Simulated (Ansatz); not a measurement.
System: MnBr, net charge 0, septet state. The spin state was set by rule; other spins were not relaxed. SMILES: [Mn][Br]
Geometry: optimised at B3LYP-D3(BJ)/def2-TZVP (Ansatz, a quantum-chemistry and plane-wave program).

Wanted: atomisation energy (electronic, to ground-state atoms), in kcal/mol. Correlated levels leave the core frozen unless marked. Open shells are spin-unrestricted. Spin-orbit coupling is left out. Frozen are the shells of the preceding noble gas and the d and f shells that filled before the atom's block. No relativistic terms. FCI takes restricted orbitals. The coupled-cluster limit lacks core correlation, which all-electron functionals hold. CBS marks a two-point X^-3 extrapolation of the correlation energy; Hartree-Fock from the larger set.

| level | program | atomisation energy (kcal/mol) |
|---|---|---|
| HF/def2-QZVPP | Ansatz | 65.4 |
| PBE-D4/def2-TZVPD | Ansatz + dftd4 | 82.3 |
| r2SCAN-D4/def2-TZVPD | Ansatz + dftd4 | 86.5 |
| B3LYP-D3(BJ)/def2-TZVPD | Ansatz + dftd3 | 70.2 |
| PBE0/def2-SVP | Ansatz | 75.5 |
| PBE0/def2-TZVPD | Ansatz | 78.1 |
| CAM-B3LYP/def2-TZVPD | Ansatz | 69.2 |
| wB97X/def2-TZVPD | Ansatz | 63.1 |
| MP2/CBS(def2-TZVPP,def2-QZVPP) | Ansatz | 78.8 |
| MP2/CBS(def2-TZVPPD,def2-QZVPPD) | Ansatz | 78.7 |
| CCSD/def2-SVP | Ansatz | 61.9 |
| CCSD(T)/STO-3G | Ansatz | 59.6 |
| CCSD(T)/def2-QZVPP | Ansatz | 71.7 |
| FCI/STO-3G | Ansatz | 60.9 |
| CCSD(T)/CBS(def2-TZVPPD,def2-QZVPPD) | Ansatz | 73.4 |
